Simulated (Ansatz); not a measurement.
System: H2BO2, charge 0, doublet. H2BO2 (SMILES [B](O)O, doublet).
B3LYP-D3(BJ)/def2-TZVP minimum from Ansatz (a quantum-chemistry and plane-wave program):
```
B
O 1 1.3477
H 2 0.9710 1 116.96
O 1 1.3477 2 129.88 3 0.00
H 4 0.9710 1 116.96 2 0.00
```
Charge 0, spin multiplicity 2.

Wanted: atomisation energy (electronic, to ground-state atoms), in kcal/mol. Radicals and triplets start from unrestricted determinants; spin-orbit coupling is neglected. CBS(X,Y): correlation extrapolated as X^-3, Hartree-Fock from the larger set (Q,5: extrapolated as (X+1)exp(-9√X)). A bracket is a step between two methods taken in the basis named. The functionals are non-relativistic, so their misses hold any scalar relativity. Double hybrids freeze cores in their MP2 part. 'core' is core correlation in cc-pwCVTZ, 'X2C' scalar relativity in cc-pVTZ-DK, both at CCSD(T). Where a partner has so few electrons that a lower coupled-cluster level is exact, that level stands in.

CCSD(T)/CBS(cc-pVQZ,cc-pV5Z) + [CCSDT(Q) - CCSD(T)]/cc-pVDZ + core + X2C (Ansatz) gives 470.4 kcal/mol.

Task: How far off this value is PBE/def2-TZVPD (Ansatz), in which direction, and which of these levels come nearer: wB97M-V/def2-TZVPD, B2PLYP/def2-TZVPD, CCSD(T)/CBS(cc-pVQZ,cc-pV5Z) + core + X2C?

Result: PBE gives 484.6 kcal/mol, 14.2 kcal/mol above it. Differences of the others: wB97M-V/def2-TZVPD (Ansatz) -1.4; B2PLYP/def2-TZVPD (Ansatz) -5.3; CCSD(T)/CBS(cc-pVQZ,cc-pV5Z) + core + X2C (Ansatz) -0.6 kcal/mol. Nearer than PBE: wB97M-V/def2-TZVPD, B2PLYP/def2-TZVPD, CCSD(T)/CBS(cc-pVQZ,cc-pV5Z) + core + X2C.
